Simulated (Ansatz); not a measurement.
Calculated with Ansatz (gas phase, PBE0-D4/def2-TZVP geometries, no zero-point term in ΔE). CCSD(T)/CBS is the MP2 limit (def2-TZVPP, def2-QZVPP) plus CCSD(T) − MP2 in def2-TZVPP, frozen cores. This one scheme is used for every species. Functionals use def2-TZVPP. Each species was taken in one conformer, which may not be the lowest.

`OC[SiH]1BO1` + `C#CS` → `C#CSCO` + `B1O[SiH2]1`  (substitution at a C–Si bond)

| level | ΔE (kJ/mol) |
| --- | --- |
| r2SCAN-D4 | 8.7 |
| CCSD/def2-TZVPP | 12.4 |

**Question.** What does CCSD(T)/CBS give? (An estimate is asked.)

**Answer.** Ansatz gave: +10.4 kJ/mol. The listed levels differ from it by -1.7, 2.0 kJ/mol.

Largest T1 diagnostic among the species: 0.017.
